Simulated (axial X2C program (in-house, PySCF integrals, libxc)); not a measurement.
Levels of GaB⁺ by electron attachment to GaB²⁺ (EOM-EA-CCSD)

Calculated with an axial X2C code built on PySCF integrals: two-component X2C with atomic mean-field Coulomb and Gaunt terms, Gaussian nuclei, basis Ga dyall-acv3z, B dyall-av3z with contracted cores.

R = 3.211 Å (1.150 times 2.792 Å, the PBE0 minimum at charge 1 for the lowest determinant).

Levels of GaB⁺ obtained by attaching an electron to GaB²⁺:

```json
{"Ω": "1/2", "binding energy (eV)": "12.890", "above lowest (cm⁻¹)": "0", "attached spinor": "75% B pσ, 18% Ga pσ", "one-particle weight": "0.94"}
{"Ω": "1/2", "binding energy (eV)": "12.356", "above lowest (cm⁻¹)": "4311", "attached spinor": "91% B pπ", "one-particle weight": "0.94"}
{"Ω": "3/2", "binding energy (eV)": "12.353", "above lowest (cm⁻¹)": "4336", "attached spinor": "92% B pπ", "one-particle weight": "0.94"}
{"Ω": "1/2", "binding energy (eV)": "9.985", "above lowest (cm⁻¹)": "23435", "attached spinor": "87% Ga pπ, 6% B dπ", "one-particle weight": "0.95"}
{"Ω": "3/2", "binding energy (eV)": "9.913", "above lowest (cm⁻¹)": "24011", "attached spinor": "87% Ga pπ, 6% B dπ", "one-particle weight": "0.95"}
{"Ω": "1/2", "binding energy (eV)": "9.244", "above lowest (cm⁻¹)": "29410", "attached spinor": "69% Ga pσ, 17% B pσ", "one-particle weight": "0.92"}
```

This point took 27 s on 1 thread of Intel(R) Xeon(R) Processor @ 2.30GHz, on a shared host.

Reference electrons by ω block (each with its −ω partner): 1/2: 12, 3/2: 4, 5/2: 1. 14 electrons of GaB²⁺ correlated (inner shells frozen), 92 natural virtual spinors (a truncated set); levels can be off by some tenths of an eV. Roots sought by Ω: (1/2: 5, 3/2: 4, 5/2: 2, 7/2: 1); the list ends where they run out and leaves out roots under 60 % one-particle weight. The solver can skip a root, and states that need a further excitation, which the method places far too high, are missing though they may lie low or lowest. T1 of the reference 0.011 (Lee–Taylor). The reference was not checked to be the lowest state of its species. Number of frozen shells: Ga 3 s, 2 p; B 1 s.
